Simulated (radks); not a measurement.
All-electron atom: Pm I in [Xe] 4f4 6s2 6p1 (not the ground configuration). Method: scalar-relativistic Kohn-Sham, BLYP, spin-polarised, spherical densities, finite nucleus; open shells are filled with parallel spins first (spin-orbit coupling, left out, can overturn this in heavy ions); Fermi nuclear charge, rms radius 4.962 fm; computed with a radial shooting solver on a logarithmic mesh with Libxc functionals.

Normalised radial functions P(r) = r R(r), r in bohr:

| r | 5p up | 4f down | 6s down |
|---|---|---|---|
| 0.0009642 | 0.0008 | 0.0000 | 0.0128 |
| 0.001131 | 0.0010 | 0.0000 | 0.0147 |
| 0.001317 | 0.0013 | 0.0000 | 0.0166 |
| 0.001546 | 0.0018 | 0.0000 | 0.0189 |
| 0.001814 | 0.0023 | 0.0000 | 0.0214 |
| 0.002129 | 0.0031 | 0.0000 | 0.0241 |
| 0.002498 | 0.0040 | 0.0000 | 0.0271 |
| 0.002932 | 0.0053 | 0.0000 | 0.0304 |
| 0.003413 | 0.0069 | 0.0000 | 0.0337 |
| 0.004005 | 0.0091 | 0.0000 | 0.0372 |
| 0.0047 | 0.0119 | 0.0000 | 0.0409 |
| 0.005515 | 0.0156 | 0.0000 | 0.0444 |
| 0.006472 | 0.0203 | 0.0000 | 0.0477 |
| 0.007595 | 0.0264 | 0.0000 | 0.0504 |
| 0.008842 | 0.0337 | 0.0000 | 0.0523 |
| 0.01038 | 0.0434 | 0.0000 | 0.0530 |
| 0.01218 | 0.0554 | 0.0000 | 0.0520 |
| 0.01429 | 0.0700 | 0.0001 | 0.0489 |
| 0.01677 | 0.0875 | 0.0001 | 0.0430 |
| 0.01968 | 0.1078 | 0.0003 | 0.0339 |
| 0.02291 | 0.1295 | 0.0005 | 0.0220 |
| 0.02688 | 0.1538 | 0.0008 | 0.0060 |
| 0.03155 | 0.1782 | 0.0014 | -0.0130 |
| 0.03702 | 0.1998 | 0.0025 | -0.0339 |
| 0.04345 | 0.2149 | 0.0043 | -0.0547 |
| 0.05058 | 0.2188 | 0.0071 | -0.0716 |
| 0.05936 | 0.2065 | 0.0120 | -0.0829 |
| 0.06965 | 0.1723 | 0.0198 | -0.0835 |
| 0.08174 | 0.1126 | 0.0321 | -0.0700 |
| 0.09592 | 0.0277 | 0.0510 | -0.0411 |
| 0.1126 | -0.0756 | 0.0793 | 0.0012 |
| 0.131 | -0.1776 | 0.1176 | 0.0479 |
| 0.1538 | -0.2681 | 0.1734 | 0.0931 |
| 0.1805 | -0.3150 | 0.2477 | 0.1204 |
| 0.2118 | -0.2940 | 0.3421 | 0.1168 |
| 0.2485 | -0.1928 | 0.4555 | 0.0756 |
| 0.2916 | -0.0204 | 0.5828 | 0.0022 |
| 0.3395 | 0.1769 | 0.7084 | -0.0803 |
| 0.3984 | 0.3649 | 0.8329 | -0.1524 |
| 0.4676 | 0.4696 | 0.9349 | -0.1797 |
| 0.5487 | 0.4415 | 0.9994 | -0.1429 |
| 0.6439 | 0.2678 | 1.0164 | -0.0451 |
| 0.7496 | -0.0027 | 0.9879 | 0.0801 |
| 0.8797 | -0.3342 | 0.9171 | 0.2051 |
| 1.032 | -0.6360 | 0.8158 | 0.2805 |
| 1.211 | -0.8412 | 0.6967 | 0.2759 |
| 1.422 | -0.9141 | 0.5712 | 0.1833 |
| 1.668 | -0.8577 | 0.4484 | 0.0194 |
| 1.942 | -0.7173 | 0.3415 | -0.1689 |
| 2.279 | -0.5283 | 0.2447 | -0.3593 |
| 2.675 | -0.3450 | 0.1667 | -0.5032 |
| 3.139 | -0.1988 | 0.1074 | -0.5760 |
| 3.683 | -0.1002 | 0.0650 | -0.5722 |
| 4.322 | -0.0434 | 0.0366 | -0.5041 |
| 5.032 | -0.0167 | 0.0196 | -0.4023 |
| 5.905 | -0.0050 | 0.0092 | -0.2840 |
| 6.929 | -0.0012 | 0.0039 | -0.1780 |
| 8.132 | -0.0002 | 0.0014 | -0.0979 |
| 9.543 | 0.0000 | 0.0004 | -0.0465 |
| 11.2 | 0.0000 | 0.0001 | -0.0187 |
| 13.04 | 0.0000 | 0.0000 | -0.0067 |
| 15.3 | 0.0000 | 0.0000 | -0.0018 |
| 17.95 | 0.0000 | 0.0000 | -0.0004 |

5p up: eigenvalue -28.583 eV, 3 radial nodes at r = 0.100, 0.296, 0.749 bohr, <r> = 1.63 bohr, 90 % of the charge inside 2.37 bohr. 4f down (empty): eigenvalue -8.591 eV, 0 radial nodes, <r> = 0.974 bohr, 90 % of the charge inside 1.68 bohr. 6s down: eigenvalue -4.768 eV, 5 radial nodes at r = 0.0283, 0.112, 0.293, 0.682, 1.70 bohr, <r> = 3.91 bohr, 90 % of the charge inside 5.74 bohr.
